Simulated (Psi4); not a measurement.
A dimer, CH4 ··· C3H6 (SMILES C and C1CC1); the first 5 atoms form monomer A.

```
14

C      0.0000     0.0000     0.0000
H     -0.7229    -0.0529    -0.8130
H      0.4033     1.0098     0.0621
H     -0.4904    -0.2535     0.9389
H      0.8099    -0.7035    -0.1881
C      2.8804     0.9488     4.2886
C      4.0374     0.3275     5.0205
C      2.6351     0.1297     5.5252
H      2.7531     2.0208     4.3552
H      2.5964     0.5265     3.3342
H      4.5362    -0.5152     4.5613
H      4.6928     0.9791     5.5822
H      2.1852    -0.8468     5.4074
H      2.3418     0.6475     6.4284
```

What interaction energy does SAPT0/jun-cc-pVDZ, frozen core run with Psi4 give, and which attractive term is the largest?

Total -0.11 kcal/mol: electrostatics -0.01, exchange 0.01, induction 0.00, dispersion -0.10. The most attractive term is dispersion.
